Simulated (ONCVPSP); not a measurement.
tin (Sn): one change to an ONCV potential, before and after

* Element: tin
* Generator: ONCVPSP 4.0.1
* Type: optimised norm-conserving Vanderbilt (ONCV)
* Functional: PBE
* Relativity: scalar-relativistic
* Frozen core: [Kr] 4d10
* Valence charge: 4
* Reference configuration: 5s2 5p2
* Partial waves: 5s: rc 2.20 bohr, ncon 3, nbas 7, qcut 2.6 1/bohr, 1 projector; 5p: rc 2.05 bohr, ncon 5, nbas 8, qcut 3.8 1/bohr, 2 projectors, debl 3.9 Ha; d scattering state at 0.02 Ha: rc 2.30 bohr, ncon 4, nbas 7, qcut 4.8 1/bohr, 2 projectors, debl 1.3 Ha
* Local potential: polynomial inside 1.65 bohr (lpopt 5, dvloc0 -1 Ha)
* Core correction: none

All-electron outer shells of the reference configuration (PBE, scalar-relativistic, ld1.x):

```
shell  level (eV)  outermost node (bohr)  outermost maximum (bohr)
   4p      -89.70                   0.41                      0.79
   4d      -25.84                   0.39                      0.88
   5s      -10.55                   0.98                      2.01
   5p       -3.69                   1.09                      2.55
```

Change: p: rc 2.56.

Cutoffs: the cutoffs (Ha) at which the residual kinetic energy of the hardest occupied pseudo-wave falls to 1 and 0.1 mHa per electron; they do not see the model core or the augmentation charge, which bear on the density cutoff. Errors are all-electron minus pseudo energies relative to the spin-unpolarised reference configuration.

Problem. Predict the effect on cutoff, ghosts and configuration errors.

Solution. The potential gets softer (18 Ha and 42 Ha → 17 Ha and 36 Ha); both files keep a bound ghost (d, s); of the 4 tests that both files solve, the error grows in 1 and shrinks in 1 by more than 15 % and 0.3 meV (median size 6.7 → 9.1 meV). A larger radius leaves more room for a smooth pseudo-wave, so fewer plane waves are needed.

| quantity | base | changed |
| --- | --- | --- |
| cutoff, loose | 18 Ha | 17 Ha |
| cutoff, tight | 42 Ha | 36 Ha |
| loose cutoff by channel | s 17 Ha, p 18 Ha | s 17 Ha, p 5.4 Ha |
| bound ghosts | s, d | s, d |
| GHOST(+) flags under 300 eV | p at 120.0 eV | p at 122.2 eV |
| error for 5s2 5p1, meV [ΔE 6.87 eV] | -1.3 | -0.8 |
| error for 5s2 5p0, meV [ΔE 20.83 eV] | +12 | +18 |
| error for 5s1 5p0, meV [ΔE 51.80 eV] | +100 | +111 |
| error for 5s2 5p1.5, meV [ΔE 2.62 eV] | -0.5 | -0.5 |
| s: phases at 2.23 bohr within 0.05 rad from the reference energy up to (Ha; the scan ends near 5) | 1.8 | 1.8 |
| d: phases at 2.33 bohr within 0.05 rad from the reference energy up to (Ha; the scan ends near 5) | 3.8 | 3.8 |

Base: The cutoffs count occupied waves only; projector 2 of the p channel, the hardest unoccupied one, needs 61 Ha at the loose tolerance. A true bound ghost makes a file unfit for plane-wave use even where its test errors are small: the radial tests pick states by their node count and pass the ghost by.
